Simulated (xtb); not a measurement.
C$_{2}$H$_{6}$Be, triplet, from a rough starting geometry (GFN-xTB shapes and energies of metal compounds can be far from the true ones) (a higher spin typed on purpose: for a closed-shell molecule this is an excited state); GFN2-xTB (xtb).

Here is a job for xtb.
```
$ xtb mol.xyz --gfn 2 --uhf 2 --opt vtight --json

# file mol.xyz
9

Be    -0.02390352     0.04109196    -0.06324409
C      1.34010609     0.17222431    -1.14116658
H      2.05497094    -0.65188985    -1.03654828
H      1.93749934     1.06525733    -0.93653933
H      1.07631454     0.19194034    -2.08433731
C     -1.31960783    -0.14895168     1.04292580
H     -1.90138258    -1.10824380     0.88349729
H     -2.05681727     0.57004693     1.00302043
H     -1.08857269    -0.22834763     2.07222372
```

### Question
Predict the main parts of the log of this xtb run.

### Answer

```
   ID    Z sym.   atoms
    1    4 Be     1
    2    6 C      2, 6
    3    1 H      3-5, 7-9

           -------------------------------------------------
          |                Calculation Setup                |
           -------------------------------------------------

           -------------------------------------------------
          |                 G F N 2 - x T B                 |
           -------------------------------------------------

          ...................................................
          :                      SETUP                      :
          :.................................................:
          :  # basis functions                  18          :
          :  # atomic orbitals                  18          :
          :  # shells                           12          :
          :  # electrons                        16          :
          :  max. iterations                   250          :
          :  Hamiltonian                  GFN2-xTB          :
          :  restarted?                      false          :
          :  GBSA solvation                  false          :
          :  PC potential                    false          :
          :  electronic temp.          300.0000000     K    :
          :  accuracy                    1.0000000          :
          :  -> integral cutoff          0.2500000E+02      :
          :  -> integral neglect         0.1000000E-07      :
          :  -> SCF convergence          0.1000000E-05 Eh   :
          :  -> wf. convergence          0.1000000E-03 e    :
          :  Broyden damping             0.4000000          :
          :  net charge                          0          :
          :  unpaired electrons                  2          :
          ...................................................

 iter      E             dE          RMSdq      gap      omega  full diag
   1     -0.3203719 -0.320372E+00  0.151E+01    0.11       0.0  T
   2     -4.7674214 -0.444705E+01  0.214E+01    1.67       1.0  T
   3     -5.0248951 -0.257474E+00  0.158E+01    0.15       1.0  T
   4     -5.4926902 -0.467795E+00  0.118E+01    3.06       1.0  T
   5      0.0041744  0.549686E+01  0.143E+01    0.23       1.0  T
   6     -4.3369127 -0.434109E+01  0.124E+01    0.15       1.0  T
   7     -7.2200802 -0.288317E+01  0.101E+01    0.13       1.0  T
   8     -7.1364896  0.835905E-01  0.104E+01    0.13       1.0  T
   9     -7.7591885 -0.622699E+00  0.803E+00    0.18       1.0  T
  10     -7.7599903 -0.801770E-03  0.816E+00    0.17       1.0  T
  11     -7.7696512 -0.966090E-02  0.854E+00    0.12       1.0  T
  12     -7.7908300 -0.211788E-01  0.617E+00    0.04       1.0  T
  13     -7.8143491 -0.235191E-01  0.691E+00    0.11       1.0  T
  14     -7.8464621 -0.321131E-01  0.555E+00    0.07       1.0  T
  15     -7.8378404  0.862171E-02  0.323E+00    0.04       1.0  T
  16     -7.8550786 -0.172382E-01  0.462E+00    0.06       1.0  T
  17     -7.8644582 -0.937959E-02  0.208E+00    0.02       1.0  T
  18     -7.8641425  0.315711E-03  0.198E+00    0.02       1.0  T
  19     -7.8664050 -0.226252E-02  0.273E+00    0.03       1.0  T
  20     -7.8653456  0.105940E-02  0.139E+00    0.03       1.0  T
  21     -7.8653184  0.271552E-04  0.918E-01    0.02       1.0  T
  22     -7.8655769 -0.258459E-03  0.311E-01    0.01       1.0  T
  23     -7.8655944 -0.175262E-04  0.305E-01    0.01       1.0  T
  24     -7.8655643  0.301433E-04  0.161E-01    0.01       1.0  T
  25     -7.8655860 -0.217417E-04  0.157E-01    0.01       1.0  T
  26     -7.8655655  0.205195E-04  0.145E-01    0.01       1.0  T
  27     -7.8655896 -0.241365E-04  0.110E-01    0.01       1.0  T
  28     -7.8656177 -0.281071E-04  0.997E-02    0.01       1.0  T
  29     -7.8656692 -0.514683E-04  0.602E-02    0.01       1.0  T
  30     -7.8656882 -0.189886E-04  0.396E-02    0.01       1.0  T
  31     -7.8656984 -0.102210E-04  0.173E-02    0.01       1.9  T
[...]
 * total energy  :    -7.8202508 Eh     change        0.1297317E-04 Eh
 * total energy  :    -7.8202680 Eh     change       -0.1712762E-04 Eh
 * total energy  :    -7.8202691 Eh     change       -0.1157417E-05 Eh
 * total energy  :    -7.8202717 Eh     change       -0.2534821E-05 Eh
 * total energy  :    -7.8202719 Eh     change       -0.2807042E-06 Eh
 * total energy  :    -7.8202721 Eh     change       -0.1585345E-06 Eh
 * total energy  :    -7.8202723 Eh     change       -0.1549091E-06 Eh
 * total energy  :    -7.8202724 Eh     change       -0.1603752E-06 Eh
 * total energy  :    -7.8202726 Eh     change       -0.1834137E-06 Eh
 * total energy  :    -7.8202728 Eh     change       -0.1724825E-06 Eh
 * total energy  :    -7.8202729 Eh     change       -0.1419564E-06 Eh
 * total energy  :    -7.8202730 Eh     change       -0.9705879E-07 Eh
   *** GEOMETRY OPTIMIZATION CONVERGED AFTER 51 ITERATIONS ***
         :: total energy              -7.820273009705 Eh    ::
[...]
         3        2.0000           -0.4604187             -12.5286
         4        2.0000           -0.4564161             -12.4197
         5        2.0000           -0.4480874             -12.1931
         6        2.0000           -0.4432556             -12.0616
         7        2.0000           -0.3854214             -10.4879
         8        1.0000           -0.3272161              -8.9040
         9        1.0000           -0.2423308              -6.5942 (HOMO)
        10                         -0.1364336              -3.7125 (LUMO)
        11                          0.0527431               1.4352
        12                          0.1535219               4.1775
        13                          0.2327820               6.3343
        14                          0.2411032               6.5608
        15                          0.2509411               6.8285
        16                          0.2528357               6.8800
        17                          0.2721646               7.4060
        18                          0.3350617               9.1175
      -------------------------------------------------------------
                  HL-Gap            0.1058972 Eh            2.8816 eV
             Fermi-level           -0.2728505 Eh           -7.4246 eV

     #   Z          covCN         q      C6AA      α(0)
     1   4 Be       1.630     0.371    16.109     9.480
     2   6 C        3.592    -0.208    25.378     7.298
     3   1 H        0.926     0.013     2.835     2.633
     4   1 H        0.926     0.005     2.979     2.699
     5   1 H        0.925     0.005     2.973     2.696
     6   6 C        3.592    -0.209    25.387     7.299
     7   1 H        0.926     0.005     2.966     2.693
     8   1 H        0.925     0.005     2.975     2.697
     9   1 H        0.926     0.012     2.855     2.642

 Mol. C6AA /au·bohr⁶  :        568.810275
 Mol. C8AA /au·bohr⁸  :      12878.241562
 Mol. α(0) /au        :         40.137691

Wiberg/Mayer (AO) data.
largest (>0.10) Wiberg bond orders for each atom

 ---------------------------------------------------------------------------
     #   Z sym  total        # sym  WBO       # sym  WBO       # sym  WBO
 ---------------------------------------------------------------------------
     1   4 Be   1.033 --     6 C    0.508     2 C    0.505
     2   6 C    3.754 --     3 H    0.996     4 H    0.993     5 H    0.988
                             1 Be   0.505     6 C    0.263
     3   1 H    1.000 --     2 C    0.996
     4   1 H    1.000 --     2 C    0.993
     5   1 H    1.000 --     2 C    0.988
     6   6 C    3.758 --     9 H    0.996     7 H    0.994     8 H    0.987
                             1 Be   0.508     2 C    0.263
     7   1 H    1.000 --     6 C    0.994
     8   1 H    1.000 --     6 C    0.987
     9   1 H    1.000 --     6 C    0.996
 ---------------------------------------------------------------------------

Topologies differ in total number of bonds
Writing topology from bond orders to xtbtopo.mol

molecular dipole:
                 x           y           z       tot (Debye)
 q only:       -0.459       0.552      -0.495
   full:        0.190      -0.218       0.194       0.886
molecular quadrupole (traceless):
                xx          xy          yy          xz          yz          zz
 q only:       -1.184      -1.389       1.330       2.754      -1.008      -0.146
  q+dip:       -0.261       1.299       0.326      -0.421       1.635      -0.064
   full:       -0.062       1.925       0.134      -1.024       2.208      -0.072

optimized geometry written to: xtbopt.xyz

           -------------------------------------------------
          | TOTAL ENERGY               -7.820273009705 Eh   |
          | GRADIENT NORM               0.000037246988 Eh/α |
          | HOMO-LUMO GAP               2.881610513332 eV   |
           -------------------------------------------------

normal termination of xtb
```
